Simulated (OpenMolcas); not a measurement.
V4+ (d1) in a complex was computed by CASSCF with the d shell active (OpenMolcas, ANO-RCC-VDZP on the metal). Its lowest spin-free states, and all those of the highest spin:

```tsv
2S+1	Degeneracy	E (cm-1)
2	1	0.0
2	2	2217
2	2	15458
```

Q: Is the site octahedral, tetrahedral or cube-like, axial, or of lower symmetry?

A: The states with 2S+1 = 2 have orbital degeneracies 1, 2, 2. There are pairs but no triples, so the site is axial: not cubic, but with a proper or improper axis of order three or more. The run had V4+ with 3 ligands (chloride) in trigonal planar coordination (D3h) at 2.24 Å. Ligand basis ANO-RCC-VDZP.

The least metal-like active orbital is 76 % on the metal (Löwdin) and no ligand orbital is active, so the numbers are rough. Ligand-to-metal charge-transfer states are missing. With metal d orbitals alone and no dynamic correlation the field as a rule comes out too small, by tens of per cent, by up to half for chloride and softer ligands. The distance lies 4 % over the 2.15 Å that this model takes as the normal distance (a Shannon-type radius plus a fixed donor radius); by an R⁻⁵ law this alone changes a d-shell field by about -19 %. No measured value stands beside these numbers; the geometry is a model, was not optimised and need not be the one that this ion takes.
